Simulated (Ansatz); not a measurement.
Computed with Ansatz.

A structure relaxed at PBE0-D4/def2-TZVP, charge 0, multiplicity 1:

| atom | x (Å) | y (Å) | z (Å) |
| --- | --- | --- | --- |
| Si1 | -1.627 | -0.212 | -0.099 |
| C2 | -0.011 | 0.737 | 0.013 |
| Si3 | 1.503 | -0.334 | 0.080 |
| Cl4 | 3.198 | 0.833 | 0.208 |
| H5 | -2.778 | 0.726 | -0.149 |
| H6 | -1.643 | -1.054 | -1.324 |
| H7 | -1.784 | -1.098 | 1.085 |
| H8 | 0.068 | 1.403 | -0.852 |
| H9 | -0.034 | 1.368 | 0.908 |
| H10 | 1.482 | -1.211 | 1.275 |
| H11 | 1.627 | -1.158 | -1.146 |

Question: Give its formula and SMILES.

Answer: CH7ClSi2, `[SiH3]C[SiH2]Cl`.

Question: Point group (tolerance 0.08 Å, 0.16 Å for H)?

Answer: Cs.

Question: Summarise the bond lengths by kind.

Answer: 2 × C–Si 1.856 to 1.877 Å; 5 × H–Si 1.483 to 1.487 Å; 2 × C–H 1.095 Å; 1 × Cl–Si 2.062 Å.
